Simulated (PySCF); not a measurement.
ScF2, SMILES [Sc]([F])[F] (connectivity only; charge and spin as stated), neutral, multiplicity 2.

The structure is a stationary point at PBE0-D3(BJ)/def2-TZVP. The multiplicity is an assumed one; other spin states were not compared. The isomer is the one that the SMILES or the coordinates give; other isomers of the formula were not compared.

Computed with PySCF 2.14.0 with TDA-CAM-B3LYP/def2-TZVPD.

Vertical excitations. The molecule is in vacuum.

```json
[
 {"state": "root 1", "energy (eV)": "0.52", "λ (nm)": "2375", "f": "0.005", "main pairs": "α HOMO→LUMO+1 85 %, α HOMO→LUMO+3 13 %"},
 {"state": "root 2", "energy (eV)": "0.63", "λ (nm)": "1980", "f": "0.010", "main pairs": "α HOMO→LUMO 87 %"},
 {"state": "root 3", "energy (eV)": "1.50", "λ (nm)": "824", "f": "0.000", "main pairs": "α HOMO→LUMO+4 98 %"},
 {"state": "root 4", "energy (eV)": "1.99", "λ (nm)": "624", "f": "0.020", "main pairs": "α HOMO→LUMO+2 77 %, α HOMO→LUMO+7 19 %"},
 {"state": "root 5", "energy (eV)": "3.24", "λ (nm)": "382", "f": "0.110", "main pairs": "α HOMO→LUMO+5 63 %, α HOMO→LUMO+6 12 %, α HOMO→LUMO 10 %, α HOMO→LUMO+8 10 %"},
 {"state": "root 6", "energy (eV)": "3.57", "λ (nm)": "347", "f": "0.312", "main pairs": "α HOMO→LUMO+3 81 %, α HOMO→LUMO+1 14 %"},
 {"state": "root 7", "energy (eV)": "4.65", "λ (nm)": "267", "f": "0.061", "main pairs": "α HOMO→LUMO+6 77 %, α HOMO→LUMO+5 14 %"},
 {"state": "root 8", "energy (eV)": "4.68", "λ (nm)": "265", "f": "0.092", "main pairs": "α HOMO→LUMO+7 68 %, α HOMO→LUMO+2 22 %"},
 {"state": "root 9", "energy (eV)": "5.72", "λ (nm)": "217", "f": "0.003", "main pairs": "α HOMO→LUMO+8 62 %, α HOMO→LUMO+13 19 %, α HOMO→LUMO+5 10 %"},
 {"state": "root 10", "energy (eV)": "6.17", "λ (nm)": "201", "f": "0.002", "main pairs": "α HOMO→LUMO+9 90 %"}
]
```
Unrestricted roots are not spin-pure.
